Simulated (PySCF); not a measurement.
Geometry:
```
atom   x (Å)   y (Å)   z (Å)
  N1  -1.174   0.427  -0.655
 Si2  -1.070  -0.741   0.609
  S3   0.811  -0.494   1.618
 Si4   1.996  -0.142  -0.147
  H5  -1.187   1.422  -0.466
  H6  -1.624   0.199  -1.534
  H7  -2.086  -0.651   1.701
  H8  -1.188  -2.065  -0.069
  H9   1.646  -1.105  -1.232
 H10   3.409  -0.367   0.278
 H11   1.869   1.255  -0.652
```

PySCF calculation with shielding tensors at CAM-B3LYP/pcSseg-2 (GIAO) and geometry: PBE0-D3(BJ)/def2-SVP; one conformer, in vacuum, non-relativistic Hamiltonian, equivalent nuclei averaged.

δ = σ(ref) − σ, references computed at the same level: $^{1}$H and $^{29}$Si against TMS; $^{15}$N vs NH3; $^{33}$S against CS2.

| atoms | nucleus | count | δ (ppm) |
| --- | --- | --- | --- |
| Si4 | $^{29}$Si | 1 | ? |
| H9/H10/H11 | $^{1}$H | 3 | 4.56 |
| H7/H8 | $^{1}$H | 2 | 5.22 |
| Si2 | $^{29}$Si | 1 | -25.6 |
| N1 | $^{15}$N | 1 | 22.2 |
| H5/H6 | $^{1}$H | 2 | ? |
| S3 | $^{33}$S | 1 | -267 |

**Question.** Estimate the values marked ?.

**Answer.** 
- H5/H6: 0.74 ppm, hydrogen on a nitrogen bonded to Si; exchangeable, gas-phase position
- Si4: -57.0 ppm, silicon bonded to S, 3 H

OH/NH shifts are gas-phase values; hydrogen bonding in solution moves them, usually downfield. Experimental scales use liquid or dissolved standards, which lie at an offset from isolated NH3 (liquid NH3: subtract about 20 ppm).
